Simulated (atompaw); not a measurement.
# Building the PAW (atompaw) potential for fluorine (F) (LDA (PW92), scalar-relativistic).

- Element: fluorine
- Generator: atompaw 4.2.0.5
- Type: PAW
- Functional: LDA (PW92)
- Relativity: scalar-relativistic
- Frozen core: [He]
- Valence charge: 7
- Reference configuration: 2s2 2p3 (charge +2)
- Partial waves: 2s (bound); 2s channel at -0.4 Ry; 2p (bound); 2p channel at -0.55 Ry
- Local potential: bessel scheme, radius 1.30 bohr
- Core correction: smooth core density matched at 1.05 bohr
- Augmentation charge: besselshape compensation charge, radius 1.60 bohr; PAW radius 1.70 bohr; waves and projectors: bloechl

Poles of the logarithmic derivatives, all-electron (AE) and pseudo (PS). s: poles at -4.4 (AE) and -4.4 (PS) Ry. p: poles at -3.1 (AE) and -3.1 (PS) Ry. Test radius 1.70 bohr.

- Cutoffs needed: 40 Ry and 55 Ry (the cutoffs (Ry, on a coarse ladder) from which the occupation-weighted sum of valence levels, in a spherical-Bessel basis at the reference potential, stays within 10 and 1 mRy of its value at 400 Ry)
- Ghost test: no extra level below or beside the all-electron valence levels (s, p, d, f tested) (spherical-Bessel basis up to 400 Ry, 20 bohr box)
- Lowest eigenvalue of the overlap operator: 0.66 (s channel)
- Overlap eigenvalues printed by atompaw (projector basis): 0.786, 1.32, 1.59, 5.75
- Share of each valence orbital outside the PAW sphere: 2s 4 %, 2p 6 %
